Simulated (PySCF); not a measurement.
Computed IR spectrum (relative IR intensity) of a molecule C5H5F. The structure is a stationary point at B3LYP-D3(BJ)/def2-SVP. Other conformers were not sampled. Level of theory: B3LYP-D3(BJ)/def2-SVP (PySCF). Frequencies are harmonic and unscaled.

Lines under 2 % of the strongest are left out, and lines within 2 cm⁻¹ are merged.

| ν (cm⁻¹) | relative intensity |
|---|---|
| 308 | 3.3 |
| 313 | 4.0 |
| 720 | 35 |
| 861 | 3.6 |
| 873 | 29 |
| 906 | 14 |
| 947 | 2.4 |
| 953 | 21 |
| 1139 | 12 |
| 1203 | 100 |
| 1283 | 4.6 |
| 1470 | 2.2 |
| 1732 | 68 |
| 2050 | 27 |
| 3101 | 3.1 |
| 3136 | 2.7 |
| 3188 | 6.2 |
| 3195 | 3.9 |

### Question
Which molecule gave these data?
(A) C#C/C=C(/C)F
(B) C=C(F)C#CC
(C) C#CCC(=C)F
(D) C=C=C/C=C/F

### Answer
D, C=C=C/C=C/F
